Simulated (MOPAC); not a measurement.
Input for MOPAC: PM3 on H3NSe (SMILES N[SeH]), a point of a bond scan (R = 2.327 Å).

```
PM3 1SCF PRECISE CHARGE=0 THREADS=1
H3NSe

Se    -0.04297444 1     0.31558987 1     0.23261758 1
H     -1.26689466 1     0.77294197 1    -0.47788287 1
N      0.36656617 1    -1.22733427 1    -0.72479358 1
H      0.78358706 1    -0.72905831 1    -2.95959171 1
H     -0.38581730 1    -1.90096526 1    -0.66111496 1
```

The log:

```
*******************************************************************************
 **                                                                           **
 **                              MOPAC v23.2.5                                **
 **                                                                           **
 *******************************************************************************
 ** MOPAC's Digital Object Identifier: https://doi.org/10.5281/zenodo.6511958 **
 **                                                                           **
 ** Please cite the open-source release paper for use of this MOPAC version:  **
 ** J. E. Moussa and J. J. P. Stewart (2026)                                  **
 ** MOPAC: An open-source semiempirical molecular orbital program             **
 ** J. Open Source Softw., 11(119), 8025, https://doi.org/10.21105/joss.08025 **
 *******************************************************************************

                              PM3 CALCULATION RESULTS

 *******************************************************************************
 *  PM3        - The PM3 Hamiltonian to be used
 *
 *
 *
 *                 CHARGE ON SYSTEM = 0
 *
 *
 *
 *  PRECISE    - TIGHTER CRITERIA TO BE USED
 *  1SCF       - DO 1 SCF AND THEN STOP
 *  THREADS=1  - MULTI-THREADING NOT USED
 *  T=         - A TIME OF 172800.0 SECONDS REQUESTED
 *  DUMP=N     - RESTART FILE WRITTEN EVERY 7200.0 SECONDS REQUESTED
 *******************************************************************************
PM3 1SCF PRECISE CHARGE=0 THREADS=1
 H3NSe

   ATOM   CHEMICAL          X               Y               Z
  NUMBER   SYMBOL      (ANGSTROMS)     (ANGSTROMS)     (ANGSTROMS)

     1      Se         -0.04297444  *   0.31558987  *   0.23261758  *
     2       H         -1.26689466  *   0.77294197  *  -0.47788287  *
     3       N          0.36656617  *  -1.22733427  *  -0.72479358  *
     4       H          0.78358706  *  -0.72905831  *  -2.95959171  *
     5       H         -0.38581730  *  -1.90096526  *  -0.66111496  *



          CARTESIAN COORDINATES

    NO.       ATOM           X           Y           Z

     1        Se         -0.0430      0.3156      0.2326
     2         H         -1.2669      0.7729     -0.4779
     3         N          0.3666     -1.2273     -0.7248
     4         H          0.7836     -0.7291     -2.9596
     5         H         -0.3858     -1.9010     -0.6611

  H: (PM3): J. J. P. STEWART, J. COMP. CHEM. 10, 209 (1989).
  N: (PM3): J. J. P. STEWART, J. COMP. CHEM. 10, 209 (1989).
 Se: (PM3): J. J. P. STEWART, J. COMP. CHEM. 12, 320-341 (1991).

           Empirical Formula: H3 N Se  =     5 atoms



      MOLECULAR POINT GROUP   :   C1


      RHF CALCULATION, NO. OF DOUBLY OCCUPIED LEVELS = 7


 -------------------------------------------------------------------------------
 PM3 1SCF PRECISE CHARGE=0 THREADS=1
 H3NSe



     1SCF WAS SPECIFIED, SO BFGS WAS NOT USED
     SCF FIELD WAS ACHIEVED


                              PM3 CALCULATION
                                                       MOPAC v23.2.5 Linux




          FINAL HEAT OF FORMATION =        146.74551 KCAL/MOL =     613.98320 KJ/MOL


          COSMO AREA              =         91.35 SQUARE ANGSTROMS
          COSMO VOLUME            =         71.72 CUBIC ANGSTROMS

          IONIZATION POTENTIAL    =          8.842871 EV
          HOMO LUMO ENERGIES (EV) =         -8.843 -2.715
          NO. OF FILLED LEVELS    =          7
          MOLECULAR WEIGHT        =         95.9904         POINT GROUP:  C1

          MOLECULAR DIMENSIONS (Angstroms)

            Atom       Atom       Distance
            H     4    H     2     3.55237
            H     5    H     2     2.19928
           Se     1    H     2     1.26871


          SCF CALCULATIONS        =          1





   ATOM   CHEMICAL          X               Y               Z
  NUMBER   SYMBOL      (ANGSTROMS)     (ANGSTROMS)     (ANGSTROMS)

     1      Se         -0.04297444  *   0.31558987  *   0.23261758  *
     2       H         -1.26689466  *   0.77294197  *  -0.47788287  *
     3       N          0.36656617  *  -1.22733427  *  -0.72479358  *
     4       H          0.78358706  *  -0.72905831  *  -2.95959171  *
     5       H         -0.38581730  *  -1.90096526  *  -0.66111496  *

                             CARTESIAN COORDINATES

   1   Se       -0.042974440     0.315589870     0.232617580
   2    H       -1.266894660     0.772941970    -0.477882870
   3    N        0.366566170    -1.227334270    -0.724793580
   4    H        0.783587060    -0.729058310    -2.959591710
   5    H       -0.385817300    -1.900965260    -0.661114960


           Empirical Formula: H3 N Se  =     5 atoms



      MOLECULAR POINT GROUP   :   C1


                  EIGENVALUES
 -25.92545 -18.46347 -15.42043 -12.41587 -11.19870 -10.08735  -8.84287  -2.71501
  -0.55548   0.32969   3.93787


              NET ATOMIC CHARGES AND DIPOLE CONTRIBUTIONS

  ATOM NO.   TYPE          CHARGE      No. of ELECS.   s-Pop       p-Pop
    1         Se           0.081319        5.9187     1.88603     4.03265
    2          H          -0.065214        1.0652     1.06521
    3          N          -0.198365        5.1984     1.63145     3.56692
    4          H           0.095686        0.9043     0.90431
    5          H           0.086574        0.9134     0.91343
 DIPOLE           X         Y         Z       TOTAL
 POINT-CHG.     0.230    -0.075    -0.704     0.745
 HYBRID        -1.986    -0.258    -1.014     2.245
 SUM           -1.756    -0.333    -1.718     2.479


          ATOMIC ORBITAL ELECTRON POPULATIONS

     Atom    s        px        py        pz
    1 Se   1.88603   1.29604   1.32034   1.41627
    2  H   1.06521
    3  N   1.63145   1.45684   1.03694   1.07314
    4  H   0.90431
    5  H   0.91343

 **********************
 *                    *
 * JOB ENDED NORMALLY *
 *                    *
 **********************




 == MOPAC DONE ==
```

The run finished.

Cost: around 0.04 core-seconds (rough).
